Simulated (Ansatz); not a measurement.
**CH4Al2Si: where a starting geometry ends**

The starting geometry of this gas-phase singlet is a saddle point at PBE-D3(BJ)/def2-SVP, pushed by 0.25 Å along its imaginary mode.

```yaml
atoms:
  - { symbol: C, position_ang: [0.1255, -1.3746, 0.5590] }
  - { symbol: Al, position_ang: [1.1432, -0.0742, -0.5152] }
  - { symbol: Al, position_ang: [0.7122, 1.7775, -2.5105] }
  - { symbol: Si, position_ang: [2.6993, 1.2722, -1.5013] }
  - { symbol: H, position_ang: [0.7578, -1.7065, 1.4519] }
  - { symbol: H, position_ang: [-0.8391, -0.9182, 0.9489] }
  - { symbol: H, position_ang: [-0.1322, -2.3049, -0.0472] }
  - { symbol: H, position_ang: [-0.5181, 2.3347, -3.3719] }
```

Q: Where would you expect an optimisation with PBE-D3(BJ)/def2-SVP to take it?

A: It keeps its bonds.

The energy falls by 0.04 eV over 23 steps:

```
step  E − E(last) (eV)
   1             0.044
   3             0.002
   6             0.002
   8             0.001
  11             0.001
  13             0.001
  16             0.000
  18             0.000
  21             0.000
  23             0.000
```

Final geometry (Å):

```xyz
8

C     0.1323   -1.3824    0.5569
Al    1.1569   -0.1451   -0.5802
Al    0.7086    1.8139   -2.4619
Si    2.7301    1.0961   -1.6904
H     0.5517   -1.4101    1.5844
H    -0.9276   -1.0604    0.6333
H     0.1490   -2.4141    0.1489
H    -0.5525    2.5082   -3.1772
```

Frequencies at the end are all real (lowest 23 cm⁻¹). Run with Ansatz 0.2.0, 28 s on 1 thread of Intel(R) Xeon(R) 6975P-C (Granite Rapids), with other jobs on the host.
